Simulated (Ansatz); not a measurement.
`[BH2][Zn][F]` + H₂O → `[BH2][Zn][OH]` + H–F at 700 K and 1 bar (formal hydrolysis of a Zn–F bond).

Computed with Ansatz on PBE0-D4/def2-TZVP structures; ΔE is electronic, products minus reactants. CCSD(T)/CBS is the MP2 limit (def2-TZVPP, def2-QZVPP) plus CCSD(T) − MP2 in def2-TZVPP, frozen cores. This one scheme is used for every species. For Zn outer-core shells are correlated without core-valence functions, which leaves a few kJ/mol of doubt a bond. Scalar relativity is left out up to krypton. Each species was taken in one conformer, which may not be the lowest.

```json
{"species": "`[BH2][Zn][F]`", "CCSD(T)/CBS energy (Eh)": "-1904.16040", "H − E (kJ/mol)": "101.9", "S (J/(mol·K))": "347.4"}
{"species": "H₂O", "CCSD(T)/CBS energy (Eh)": "-76.37941", "H − E (kJ/mol)": "80.5", "S (J/(mol·K))": "218.4"}
{"species": "`[BH2][Zn][OH]`", "CCSD(T)/CBS energy (Eh)": "-1880.12839", "H − E (kJ/mol)": "137.7", "S (J/(mol·K))": "378.5"}
{"species": "H–F", "CCSD(T)/CBS energy (Eh)": "-100.39570", "H − E (kJ/mol)": "45.2", "S (J/(mol·K))": "198.5"}
```

H − E and S are ideal-gas, rigid-rotor, harmonic terms from PBE0-D4/def2-TZVP, for one conformer and one mirror image of each species. 1 Eh = 2625.50 kJ/mol, R = 8.31446 J/(mol·K).

Question: By hand: ΔE, ΔH, ΔS and ΔG.

Answer: ΔE = (-1880.12839) + (-100.39570) − (-1904.16040) − (-76.37941) = 0.01572 Eh = 41.3 kJ/mol. Δ(H − E) = 137.7 + 45.2 − 101.9 − 80.5 = 0.5, so ΔH = 41.8 kJ/mol. ΔS = 378.5 + 198.5 − 347.4 − 218.4 = 11.2 J/(mol·K). ΔG = 41.8 − 700 × (11.2)/1000 = 34.0 kJ/mol.

Question: By hand: the equilibrium constant, and the temperature at which ΔG would vanish if ΔH and ΔS stayed fixed.

Answer: log₁₀ K = −ΔG/(RT ln 10) = -2.5. ΔG = 0 at ΔH/ΔS = 3732 K, far beyond where these terms or the molecules hold.

The number of gas molecules stays the same, so ΔS is small and ΔH decides. A doubt of 5 kJ/mol in ΔE shifts log₁₀ K by 0.4 here. Other conformers and mirror images would add mixing entropy, several J/(mol·K) or more a flexible species. These are equilibria of isolated gas molecules and say nothing of rates. Largest T1 diagnostic: 0.017 (customary marks: 0.02 for closed shells, 0.045 for open ones).
